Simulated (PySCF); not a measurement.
C₄H₉FO₃Se.
SMILES: `CC[Se](=O)(=O)[C@@H](F)OC`

Theory: PySCF, TDDFT CAM-B3LYP/def2-SVPD, vertical, gas phase, core orbitals frozen in the response. Geometry: PBE0-D3(BJ)/def2-SVP, one conformer, isolated molecule. The CAM-B3LYP/def2-SVPD calculation is non-relativistic and has no spin–orbit coupling, an omission that weighs most on selenium. Torsions of this conformer, `[CH3:1][CH2:2][Se:3](=[O:4])(=[O:5])[C@@H:6]([F:7])[O:8][CH3:9]`: C1–C2–Se3–O4 -67°, C2–Se3–C6–F7 -66°, Se3–C6–O8–C9 164°.

| state | E (eV) | ν̃ (cm⁻¹) | f | main configurations (H = HOMO, L = LUMO) |
| --- | --- | --- | --- | --- |
| S1 | 6.60 | 53230 | 0.069 | H→L (55%), H→L+1 (18%), H→L+2 (10%) |
| S2 | 6.76 | 54490 | 0.019 | H-1→L (59%), H-1→L+2 (9%) |
| S3 | 6.93 | 55850 | 0.0006 | H-3→L (51%), H-3→L+2 (11%), H-3→L+1 (10%) |
| S4 | 7.16 | 57720 | 0.049 | H-2→L (53%), H-2→L+1 (12%), H-2→L+2 (11%) |
| S5 | 7.50 | 60480 | 0.176 | H→L+4 (29%), H→L+1 (24%), H→L (20%) |
| S6 | 7.72 | 62240 | 0.012 | H-1→L+4 (25%), H-1→L+1 (17%), H-1→L+8 (9%) |
| S7 | 7.84 | 63200 | 0.012 | H→L+3 (18%), H→L+2 (14%), H→L+8 (10%) |
| S8 | 7.91 | 63820 | 0.0054 | H→L+2 (15%), H→L+3 (11%), H-2→L+4 (11%) |
| S9 | 8.07 | 65120 | 0.0019 | H-1→L+2 (27%), H-1→L+8 (19%), H-1→L+7 (16%) |
| S10 | 8.14 | 65620 | 0.0075 | H→L+4 (32%), H→L+1 (20%), H→L+5 (13%) |

Triplets (Tamm–Dancoff): T1 5.84 eV, H→L (53%), H→L+4 (12%), H→L+2 (9%); T2 5.88 eV, H-1→L (49%), H-1→L+1 (12%), H-1→L+2 (12%); T3 6.32 eV, H-3→L (45%), H-3→L+2 (10%), H-3→L+1 (10%); T4 6.41 eV, H-2→L (44%), H-2→L+2 (8%).

The lowest singlet comes at 188 nm (637 kJ/mol) in the vacuum ultraviolet; it is of moderate strength; its leading configuration is HOMO→LUMO (55%). The most intense listed level is S5 at 7.50 eV (165 nm, f = 0.176), 0.90 eV above S1. Löwdin shares by element: HOMO oxygen 51% or more, selenium 12%, carbon 11% or more (atoms not listed hold the other 26%); LUMO selenium 23%, oxygen 19% or more, carbon 11% or more (atoms not listed hold the other 48%). Weighted by f, the mean energy of these states is 7.28 eV. The oscillator strengths of these states sum to 0.353; summed over the whole spectrum of an exact calculation they would give the number of electrons, 100 (Thomas–Reiche–Kuhn). Of the 10 states listed, 6 reach f = 0.01 and none stays under 0.0005. No computed singlet lies in the visible range (380 to 750 nm); the lowest, at 188 nm, stands 3.34 eV above its violet end (3.26 eV). The vertical ionisation energy (ΔSCF) is 10.20 eV, 2.06 eV above S10. The window holds the lowest 10 singlets.

Time: 23 min wall, 20 min CPU. Hardware: an Arm Neoverse N1 with one thread, no GPU, shared host.
